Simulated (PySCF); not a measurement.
H8NSi2, charge +1. Atoms are numbered in the order given.

```xyz
11

Si     1.6125     0.0000    -0.2100
N      0.0000     0.0000     0.7772
Si    -1.6125     0.0000    -0.2100
H      2.6725    -0.0115     0.8233
H      1.5240     1.2508    -0.9972
H      1.5138    -1.2392    -1.0142
H     -0.0002    -0.8136     1.4078
H      0.0002     0.8136     1.4078
H     -1.5138     1.2392    -1.0142
H     -1.5240    -1.2508    -0.9972
H     -2.6725     0.0115     0.8233
```
Charge +1, spin multiplicity 1.

Coordinates come from a PBE0-D3(BJ)/def2-SVP optimisation. The isomer is the one that the SMILES or the coordinates give; other isomers of the formula were not compared.

Level of theory: PBE/def2-TZVPD (PySCF).

Mulliken values depend strongly on the basis, most of all with diffuse functions as here. Atomic charges (e):

```tsv
atom	Mulliken	meta-Löwdin
Si1	0.12	?
N2	-0.34	?
Si3	0.12	?
H4	0.07	?
H5	0.07	?
H6	0.07	?
H7	0.35	?
H8	0.35	?
H9	0.07	?
H10	0.07	?
H11	0.07	?
```

Fill in the missing entries. (The exact figures need the calculation; the answer reports its results.)


- Si1, meta-Löwdin: 0.57
- N2, meta-Löwdin: -0.53
- Si3, meta-Löwdin: 0.57
- H4, meta-Löwdin: -0.03
- H5, meta-Löwdin: -0.03
- H6, meta-Löwdin: -0.03
- H7, meta-Löwdin: 0.28
- H8, meta-Löwdin: 0.28
- H9, meta-Löwdin: -0.03
- H10, meta-Löwdin: -0.03
- H11, meta-Löwdin: -0.03
